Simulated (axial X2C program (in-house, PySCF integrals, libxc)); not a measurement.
Correcting the dissociation energy of InN for spin–orbit coupling

A spin-free PBE0 curve (one-electron X2C) was computed with an in-house all-electron X2C program for linear molecules (integrals from PySCF), basis In dyall-cv3z [11s12p9d4f1g], N dyall-av3z [7s7p3d2f] (cores contracted in-house), for the state M_S = 1, Λ = 0 (beyond evenly filled blocks: π+α, π-α). It gives D0 = 1.885 eV to In + N, which in a spin-free picture are the weighted means of the ground terms.

Measured levels of the ground terms (NIST Handbook of Basic Atomic Spectroscopic Data), in cm⁻¹: In 2P: J = 1/2 at 0, J = 3/2 at 2212.6; N 4S: J = 3/2 at 0.

The molecular state has Λ = 0, so it has no first-order lowering.

**Question.** How far does each ground level lie under the (2J+1)-weighted mean of its term?

**Answer.** In: (2 × 0 + 4 × 2212.6)/6 = 1475 cm⁻¹; N: a single level, 0.

**Question.** Correct D0.

**Answer.** D0 = 1.885 + (0 − 1475)/8065.5 = 1.702 eV at PBE0 with these spin–orbit terms.

Second-order spin–orbit effects in the molecule, which grow quickly with Z, are left out. One determinant describes the state; a PBE0 search over occupations chose it and may have missed a lower one. Dissociation energies refer to the lowest single-determinant-based atoms at the same level and basis. PBE0 can misorder states that lie within some tenths of an eV, so this need not be the ground state of the molecule. The nearest other spin-free determinant of the search, M_S = 1, Λ = 1, lies 0.46 eV up at the distance of the search.
